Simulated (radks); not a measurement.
Values are calculated unless marked as measured or tabulated.
All-electron atom: Tm3+ in [Xe] 4f12.

Code: a radial shooting solver on a logarithmic mesh with Libxc functionals. Model: scalar-relativistic Kohn-Sham, BLYP, spin-unpolarised, spherical densities, point nucleus.

Energy parts (eV):
| part | energy |
|---|---|
| total | -369168.55 |
| kinetic | 401341.41 |
| electron-nucleus | -905229.38 |
| Hartree | 142473.52 |
| exchange-correlation | -7754.10 |

Orbitals (lengths in bohr, moments of r in powers of bohr; <r^-3> diverges for s and p1/2):
| orbital | occ. | eigenvalue (eV) | <r> | <1/r> | <r^2> | <r^-3> |
|---|---|---|---|---|---|---|
| 1s | 2 | -59331.47 | 0.02001 | 79.11 | 0.0005483 | - |
| 2s | 2 | -10038.00 | 0.08487 | 18.43 | 0.008513 | - |
| 2p | 6 | -8866.396 | 0.07541 | 16.97 | 0.006944 | 15140 |
| 3s | 2 | -2282.225 | 0.2210 | 6.801 | 0.05580 | - |
| 3p | 6 | -1927.556 | 0.2203 | 6.342 | 0.05626 | 3281 |
| 3d | 10 | -1489.826 | 0.1999 | 6.009 | 0.04687 | 433.3 |
| 4s | 2 | -476.4213 | 0.4974 | 2.876 | 0.2794 | - |
| 4p | 6 | -359.7850 | 0.5278 | 2.628 | 0.3170 | 744.6 |
| 4d | 10 | -204.9626 | 0.5701 | 2.324 | 0.3773 | 82.83 |
| 4f | 12 | -35.5692 | 0.7495 | 1.750 | 0.7343 | 12.12 |
| 5s | 2 | -83.7057 | 1.207 | 1.099 | 1.638 | - |
| 5p | 6 | -56.0794 | 1.414 | 0.9224 | 2.264 | 98.84 |

The highest occupied level is 4f at -35.569 eV. Summed over all electrons, <r^2> = 32.88 bohr^2, which gives a Langevin (diamagnetic) susceptibility term of -26 x 10^-6 cm^3/mol. The density falls to 0.001 e/bohr^3 at r = 3.12 bohr.
